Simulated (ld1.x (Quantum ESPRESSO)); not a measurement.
# aluminium, TM: configuration errors across variants

```json
{
  "Element": "aluminium",
  "Generator": "ld1.x (Quantum ESPRESSO) 7.5",
  "Type": "norm-conserving Troullier–Martins (Kleinman–Bylander form)",
  "Functional": "LDA (PZ)",
  "Relativity": "non-relativistic",
  "Frozen core": "[Ne]",
  "Valence charge": "3",
  "Reference configuration": "3s2 3p1",
  "Partial waves": "3s (bound): rc 1.80 bohr; 3p (bound): rc 1.90 bohr; 3d channel at 0.4 Ry: rc 1.55 bohr",
  "Local potential": "all-electron potential smoothed inside 1.40 bohr (lloc = -1)",
  "Core correction": "Bessel-smoothed model core, default radius (core density twice the valence density)"
}
```

All-electron excitation energies from the reference (eV): (1) 3s2 3p0 5.857; (2) 3s1 3p0 25.199; (3) 3s2 3p0.5 2.129; (4) 3s1 3p1 11.637; (5) 3s0 3p3 10.435; (6) 3s2 3p1.3 -0.600; (7) 3s1 3p2 5.122; (8) 3s2 3p1 spin -0.136; (9) 3s1 3p0 spin 24.772.

Spin tests fill each open shell by Hund’s rule, majority spin first.

Errors AE − PS in meV (a dash: test not solved or not reliable):

| change | (1) | (2) | (3) | (4) | (5) | (6) | (7) | (8) | (9) | bound ghosts |
| --- | --- | --- | --- | --- | --- | --- | --- | --- | --- | --- |
| base | +3.3 | +25 | +0.6 | +7.0 | -1.1 | +0.1 | +0.1 | +0.6 | +18 | none |
| wave 3s (bound): rc 1.80 bohr becomes 3s (bound): rc 1.26 bohr | +4.2 | +43 | +0.7 | +7.6 | -27 | +0.1 | -3.9 | +0.8 | +30 | none |
| wave 3s (bound): rc 1.80 bohr becomes 3s (bound): rc 1.42 bohr | +4.2 | +34 | +0.7 | +7.3 | -10 | +0.1 | -1.4 | +0.7 | +21 | none |
| wave 3s (bound): rc 1.80 bohr becomes 3s (bound): rc 1.72 bohr | +3.4 | +25 | +0.6 | +7.0 | -2.1 | +0.1 | -0.1 | +0.6 | +18 | none |
| wave 3s (bound): rc 1.80 bohr becomes 3s (bound): rc 1.94 bohr | +3.3 | +25 | +0.6 | +7.0 | -1.1 | +0.1 | +0.1 | +0.6 | +18 | none |
| wave 3s (bound): rc 1.80 bohr becomes 3s (bound): rc 2.38 bohr | +4.6 | +28 | +0.7 | +4.2 | -18 | +0.1 | -3.3 | +0.8 | +12 | none |
| wave 3s (bound): rc 1.80 bohr becomes 3s (bound): rc 2.60 bohr | +6.3 | +31 | +1.0 | +0.2 | -40 | +0.1 | -7.9 | +1.1 | +6.3 | none |

**Question.** Give the same row for: wave 3s (bound): rc 1.80 bohr becomes 3s (bound): rc 2.20 bohr.

**Answer.** +3.8, +26, +0.7, +6.0, -7.9, +0.1, -1.3, +0.7, +16; bound ghosts: none.
